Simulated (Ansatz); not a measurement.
Frontier orbitals of `[SiH3][O][Mg][O][SiH3]`.

Cartesian coordinates in Å:
```
Si 1.233 0.522 -3.122
O 0.654 0.270 -1.637
Mg 0.008 -0.004 0.002
O -0.639 -0.278 1.642
Si -1.234 -0.521 3.122
H 2.587 -0.083 -3.284
H 0.342 -0.079 -4.158
H 1.350 1.980 -3.416
H -0.290 -1.317 3.959
H -1.482 0.773 3.823
H -2.528 -1.263 3.069
```

Charge 0, multiplicity 1. Correlated methods include outer-core shells of Mg, which these sets cover unevenly. The structure was optimised at the PBE0-D4/def2-TZVP level. It is one conformer, not always the lowest. Basis def2-TZVPP, Ansatz.

Orbital energies of one run (eV). Highest occupied ones, from the top: -10.54, -10.54, -10.60, -10.60, -12.80, -12.80, -12.85, -12.85, -13.51, -13.96, -17.15, -17.35, -28.91, -29.03. Empty: -0.38, 1.40, 1.40, 2.37, 2.72, 3.38.

Problem. Which functional gave them?
A. ωB97M-V
B. CAM-B3LYP
C. r2SCAN0
D. revPBE

Solution. A. HOMO energies: ωB97M-V -10.54, CAM-B3LYP -9.65, revPBE -6.75, r2SCAN0 -8.44 eV.
